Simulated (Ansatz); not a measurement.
`C=[N][SbH2]` + `[OH][GaH2]` → `[GaH2][O][SbH2]` + `C=N` at 700 K and 1 bar (ligand exchange at the Sb–N bond).

Computed with Ansatz on PBE0-D4/def2-TZVP structures; ΔE is electronic, products minus reactants. CCSD(T)/CBS adds triple-zeta CCSD(T) − MP2 to the extrapolated MP2 energy (def2 sets, frozen cores). This one scheme is used for every species. def2 core potentials past Kr. For Ga, Sb outer-core shells are correlated without core-valence functions, which leaves a few kJ/mol of doubt a bond. Scalar relativity is left out up to krypton.

```
          species  CCSD(T)/CBS energy (Eh)  H − E (kJ/mol)  S (J/(mol·K))
    `C=[N][SbH2]`               -335.12055           166.0          376.8
     `[OH][GaH2]`              -2000.92981           111.5          322.8
`[GaH2][O][SbH2]`              -2241.53579           143.0          440.2
            `C=N`                -94.52360           135.6          268.6
```

H − E and S are ideal-gas, rigid-rotor, harmonic terms from PBE0-D4/def2-TZVP, for one conformer and one mirror image of each species. 1 Eh = 2625.50 kJ/mol, R = 8.31446 J/(mol·K).

Problem. By hand: ΔE, ΔH, ΔS and ΔG.

Solution. ΔE = (-2241.53579) + (-94.52360) − (-335.12055) − (-2000.92981) = -0.00903 Eh = -23.7 kJ/mol. Δ(H − E) = 143.0 + 135.6 − 166.0 − 111.5 = 1.1, so ΔH = -22.6 kJ/mol. ΔS = 440.2 + 268.6 − 376.8 − 322.8 = 9.2 J/(mol·K). ΔG = -22.6 − 700 × (9.2)/1000 = -29.0 kJ/mol.

Problem. By hand: the equilibrium constant, and the temperature at which ΔG would vanish if ΔH and ΔS stayed fixed.

Solution. log₁₀ K = −ΔG/(RT ln 10) = 2.2. ΔH and −TΔS have one sign here, so there is no such temperature.

The number of gas molecules stays the same, so ΔS is small and ΔH decides. A doubt of 5 kJ/mol in ΔE shifts log₁₀ K by 0.4 here. Other conformers and mirror images would add mixing entropy, several J/(mol·K) or more a flexible species. Modes under 60 cm⁻¹, often nearly free rotors, make the harmonic entropy too high. These are equilibria of isolated gas molecules and say nothing of rates. Largest T1 diagnostic: 0.016 (customary marks: 0.02 for closed shells, 0.045 for open ones).

ΔS is within the doubt of such terms, so its sign, and with it that verdict, could turn.
